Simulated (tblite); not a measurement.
Compound: C6H9GeNO.
Numbering: `[CH3:1][C:2](=[O:3])/[CH:4]=[CH:5]\[Ge@H:6]([CH3:7])[C:8]#[N:9]` (hydrogens: H10, H11, H12 on C1; H13 on C4; H14 on C5; H15 on Ge6; H16, H17, H18 on C7)

Computed with GFN2-xTB (tblite), gas phase: L-BFGS steps from a force-field or distance-geometry start until the largest atomic force falls under 0.01 eV/Å.

At the end of the run (lengths in Å): C5–Ge6 1.976, Ge6–C8 1.947, C7–H16 1.087, C1–H10 1.089, C7–H17 1.087, C2=O3 1.217, Ge6–H15 1.503, C1–C2–O3 122.5°, C5–Ge6–C8 99.9°, C5–Ge6–C7 116.6°, C1–C2–C4 116.7°, C1–C2–C4–C5 -178°, C2–C4–C5–Ge6 -1°, C4–C5–Ge6–C7 -75°, H15–Ge6–C7–H16 -178°, H15–Ge6–C5–C4 65°.

Problem. These geometries were met on the way; a selection of coordinates is given. Order them by energy above the end point, lowest first.
A. C5–Ge6 1.936, Ge6–C8 1.926, C7–H16 1.086, C1–H10 1.084, C7–H17 1.081, C2=O3 1.188, Ge6–H15 1.491, C1–C2–O3 119.9°, C5–Ge6–C8 103.5°, C5–Ge6–C7 110.4°, C1–C2–C4 118.0°, C1–C2–C4–C5 179°, C2–C4–C5–Ge6 0°, C4–C5–Ge6–C7 -79°, H15–Ge6–C7–H16 -154°, H15–Ge6–C5–C4 48°
B. C5–Ge6 1.947, Ge6–C8 1.940, C7–H16 1.087, C1–H10 1.088, C7–H17 1.084, C2=O3 1.222, Ge6–H15 1.487, C1–C2–O3 119.6°, C5–Ge6–C8 103.5°, C5–Ge6–C7 110.4°, C1–C2–C4 119.4°, C1–C2–C4–C5 180°, C2–C4–C5–Ge6 0°, C4–C5–Ge6–C7 -79°, H15–Ge6–C7–H16 -154°, H15–Ge6–C5–C4 49°
C. C5–Ge6 1.898, Ge6–C8 1.902, C7–H16 1.129, C1–H10 1.131, C7–H17 1.124, C2=O3 1.252, Ge6–H15 1.537, C1–C2–O3 115.7°, C5–Ge6–C8 106.3°, C5–Ge6–C7 110.9°, C1–C2–C4 121.6°, C1–C2–C4–C5 179°, C2–C4–C5–Ge6 1°, C4–C5–Ge6–C7 -78°, H15–Ge6–C7–H16 -156°, H15–Ge6–C5–C4 46°
D. C5–Ge6 1.975, Ge6–C8 1.955, C7–H16 1.083, C1–H10 1.087, C7–H17 1.083, C2=O3 1.207, Ge6–H15 1.492, C1–C2–O3 122.0°, C5–Ge6–C8 102.2°, C5–Ge6–C7 111.3°, C1–C2–C4 117.7°, C1–C2–C4–C5 -178°, C2–C4–C5–Ge6 -3°, C4–C5–Ge6–C7 -78°, H15–Ge6–C7–H16 -155°, H15–Ge6–C5–C4 56°
E. C5–Ge6 1.972, Ge6–C8 1.949, C7–H16 1.088, C1–H10 1.091, C7–H17 1.088, C2=O3 1.221, Ge6–H15 1.505, C1–C2–O3 121.9°, C5–Ge6–C8 102.5°, C5–Ge6–C7 111.4°, C1–C2–C4 117.9°, C1–C2–C4–C5 -178°, C2–C4–C5–Ge6 -2°, C4–C5–Ge6–C7 -78°, H15–Ge6–C7–H16 -158°, H15–Ge6–C5–C4 58°

Solution. E (0.035 eV), D (0.063 eV), B (0.143 eV), A (0.249 eV), C (0.476 eV).

```json
{"step": "10", "E above end (eV)": "0.035", "rms distance from the end, all atoms (Å)": "0.155", "largest force (eV/Å)": "0.305", "rms shift of all bonds from the end (Å)": "0.002"}
{"step": "7", "E above end (eV)": "0.063", "rms distance from the end, all atoms (Å)": "0.160", "largest force (eV/Å)": "0.775", "rms shift of all bonds from the end (Å)": "0.007"}
{"step": "4", "E above end (eV)": "0.143", "rms distance from the end, all atoms (Å)": "0.172", "largest force (eV/Å)": "0.517", "rms shift of all bonds from the end (Å)": "0.010"}
{"step": "2", "E above end (eV)": "0.249", "rms distance from the end, all atoms (Å)": "0.175", "largest force (eV/Å)": "2.425", "rms shift of all bonds from the end (Å)": "0.017"}
{"step": "0", "E above end (eV)": "0.476", "rms distance from the end, all atoms (Å)": "0.180", "largest force (eV/Å)": "3.428", "rms shift of all bonds from the end (Å)": "0.033"}
```

Rows stand in the order of the answer.
